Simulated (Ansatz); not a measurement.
# CH4BFO2 (SMILES COB(O)F): the electronic atomisation energy, rung by rung

CH4BFO2 has 9 atoms, charge 0, and is taken as a singlet. SMILES: `COB(O)F`. Geometry: relaxed at PBE0-D4/def2-TZVP. This is one conformer, not always the lowest.

```jsonl
{"atom": "C", "x (Å)": "-0.6493", "y (Å)": "0.4913", "z (Å)": "-1.0859"}
{"atom": "O", "x (Å)": "-0.4870", "y (Å)": "0.6896", "z (Å)": "0.3046"}
{"atom": "B", "x (Å)": "0.3204", "y (Å)": "-0.0851", "z (Å)": "1.0495"}
{"atom": "O", "x (Å)": "1.0404", "y (Å)": "-1.1143", "z (Å)": "0.5247"}
{"atom": "F", "x (Å)": "0.4015", "y (Å)": "0.1877", "z (Å)": "2.3553"}
{"atom": "H", "x (Å)": "-1.7015", "y (Å)": "0.2852", "z (Å)": "-1.2914"}
{"atom": "H", "x (Å)": "-0.0407", "y (Å)": "-0.3377", "z (Å)": "-1.4512"}
{"atom": "H", "x (Å)": "-0.3631", "y (Å)": "1.4070", "z (Å)": "-1.6066"}
{"atom": "H", "x (Å)": "1.5677", "y (Å)": "-1.5701", "z (Å)": "1.1840"}
```

Each level gives the electronic atomisation energy (eV). The values are calculated. Electronic energies at fixed atoms, without zero-point motion or spin-orbit coupling.

```csv
level,kind,program,value (eV),less CCSD(T)/def2-SVP,CPU time (all runs)
PBE/def2-SVP,GGA,Ansatz,41.54,+3.11,7.9 s
revPBE/def2-SVP,GGA,Ansatz,39.94,+1.51,7.8 s
r2SCAN/def2-SVP,meta-GGA,Ansatz,40.75,+2.32,16 s
r2SCAN0/def2-SVP,hybrid meta-GGA,Ansatz,39.92,+1.49,17 s
wB97X/def2-SVP,range-separated hybrid,Ansatz,40.49,+2.06,29 s
PBE-QIDH/def2-SVP,double hybrid,Ansatz,39.89,+1.46,11 s
RPA@PBE/def2-SVP,RPA,Ansatz,36.54,-1.89,14 s
MP2/def2-SVP,perturbation theory,Ansatz,39.49,+1.06,3.4 s
BCCD(T)/def2-SVP,coupled cluster or CI,Ansatz,38.44,+0.01,40 s
CCSD(T)/def2-SVP,coupled cluster or CI,Ansatz,38.43,0.00,32 s
```

CCSD(T)/def2-SVP is the highest level here, not the true value. Correlated wave functions underbind in double-zeta sets. The values span 36.54 to 41.54 eV. In so small a basis fixed costs decide the times, and correlated methods can beat functionals. Times are those of the runs behind each value, whatever else they computed, on shared processors of several kinds: orders of magnitude only.
